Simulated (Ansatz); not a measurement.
Al15N15H36, a nanocrystal cut from wurtzite AlN (hydrogen-capped), relaxed as a singlet with RKS PBE-D4/def2-SVP in Ansatz, starting from the GFN2-xTB geometry. Force threshold 0.03 eV/Å.

Single mean-field runs in def2-SVP are fitted with def2-universal-jkfit.

Start:

Cartesian coordinates in Å:
```
N -2.117 -2.268 -2.593
Al -2.802 -2.711 -0.807
Al -3.526 0.168 -0.410
N -2.408 -1.187 0.189
Al -3.067 -1.757 1.835
N -2.676 -0.241 3.022
Al -0.350 -1.577 -2.773
N 0.712 -3.039 -2.035
Al -1.343 1.123 -2.229
N -2.474 1.734 -0.872
N -0.178 -0.170 -1.587
Al -0.661 -0.612 0.155
Al 1.753 -2.552 -0.484
N 0.472 -2.017 0.775
Al -1.639 2.192 0.736
N -0.463 0.862 1.273
Al -0.928 0.517 3.029
Al 1.478 -1.553 2.287
N 0.152 -1.011 3.582
N -0.190 2.656 -2.608
Al 1.601 0.379 -1.640
N 2.723 -1.030 -1.015
Al 0.846 3.271 -1.096
N -0.476 3.688 0.253
N 1.781 1.816 -0.478
Al 1.311 1.432 1.276
Al 3.637 -0.601 0.578
N 2.434 0.019 1.893
Al 3.534 2.448 -0.530
N 4.664 0.957 0.118
H -2.415 -2.950 -3.290
H -2.705 -1.436 -2.749
H -4.331 -2.953 -1.001
H -1.874 -3.932 -0.349
H -4.153 -0.141 -1.844
H -4.412 0.796 0.757
H -4.617 -1.915 1.868
H -2.151 -2.931 2.425
H -3.228 0.462 2.510
H -3.134 -0.345 3.928
H 0.124 -1.326 -4.214
H 0.040 -3.727 -1.675
H 1.248 -3.512 -2.763
H -1.964 0.676 -3.589
H -3.175 2.408 -1.186
H 2.638 -3.730 -0.063
H -0.184 -2.783 0.986
H -2.515 2.670 1.936
H -0.697 1.653 4.040
H 2.347 -2.673 2.870
H -0.487 -1.813 3.628
H 0.521 -0.882 4.524
H -0.608 3.379 -3.194
H 0.518 2.190 -3.191
H 2.032 0.671 -3.129
H 3.366 -1.207 -1.794
H 1.651 4.526 -1.468
H -0.944 4.590 0.163
H 0.088 3.742 1.111
H 1.492 2.627 2.290
H 4.544 -1.732 1.077
H 2.918 0.417 2.705
H 3.988 2.623 -2.025
H 3.728 3.555 0.568
H 5.350 0.759 -0.613
H 5.203 1.309 0.911
```

Estimate the energy that the relaxation releases and the steps that it takes.

2.00 eV, in 7 steps; 61 s on 4 threads of AMD EPYC 7R13 on a shared host and a share (37 GiB) of an NVIDIA H100 80GB HBM3. No frequencies were taken in this run, so the end may be a saddle point.

Does the start keep its bonding and symmetry?

By distances, no bond broke or formed. The bond that changes most is N25–Al29, from 1.86 to 1.96 Å (atoms count from 1). Point group Cs at the start, Cs at the end, both within 0.05 Å.

Predict the relaxed structure.


```xyz
66

N    -2.230   -2.202   -2.727
Al   -2.764   -2.817   -0.911
Al   -3.672    0.125   -0.411
N    -2.487   -1.271    0.211
Al   -3.052   -1.771    1.987
N    -2.806   -0.113    3.061
Al   -0.391   -1.600   -2.876
N     0.573   -3.110   -2.083
Al   -1.306    1.185   -2.281
N    -2.468    1.666   -0.847
N    -0.170   -0.187   -1.613
Al   -0.707   -0.657    0.167
Al    1.708   -2.663   -0.561
N     0.494   -2.049    0.789
Al   -1.607    2.275    0.742
N    -0.460    0.866    1.305
Al   -0.988    0.562    3.114
Al    1.413   -1.592    2.407
N     0.003   -1.044    3.640
N    -0.147    2.737   -2.637
Al    1.669    0.391   -1.665
N     2.733   -1.077   -0.955
Al    0.925    3.374   -1.125
N    -0.432    3.772    0.231
N     1.889    1.884   -0.492
Al    1.374    1.461    1.300
Al    3.777   -0.586    0.587
N     2.451   -0.054    1.880
Al    3.723    2.561   -0.553
N     4.786    1.005    0.113
H    -2.429   -2.957   -3.402
H    -2.893   -1.446   -2.982
H    -4.276   -3.346   -0.964
H    -1.614   -3.946   -0.591
H    -4.355   -0.292   -1.819
H    -4.615    0.652    0.796
H    -4.580   -2.241    2.099
H    -1.938   -2.772    2.661
H    -3.454    0.589    2.659
H    -3.167   -0.281    4.014
H     0.131   -1.374   -4.370
H    -0.144   -3.754   -1.681
H     1.087   -3.658   -2.789
H    -2.048    0.780   -3.648
H    -3.154    2.371   -1.169
H     2.612   -3.929   -0.192
H    -0.131   -2.848    1.015
H    -2.600    2.782    1.900
H    -0.721    1.714    4.189
H     2.286   -2.745    3.088
H    -0.672   -1.842    3.619
H     0.350   -0.989    4.609
H    -0.681    3.501   -3.079
H     0.524    2.441   -3.372
H     2.111    0.718   -3.182
H     3.409   -1.338   -1.695
H     1.742    4.691   -1.519
H    -0.987    4.607   -0.013
H     0.079    4.051    1.089
H     1.564    2.701    2.314
H     4.783   -1.721    1.097
H     2.970    0.256    2.720
H     4.199    2.761   -2.079
H     3.937    3.709    0.557
H     5.495    0.768   -0.600
H     5.345    1.317    0.922
```
Bond lengths (bridged metal pairs left out): 42 × Al–N 1.88 to 2.00 Å; 18 × Al–H 1.60 to 1.64 Å; 18 × H–N 1.03 to 1.04 Å.
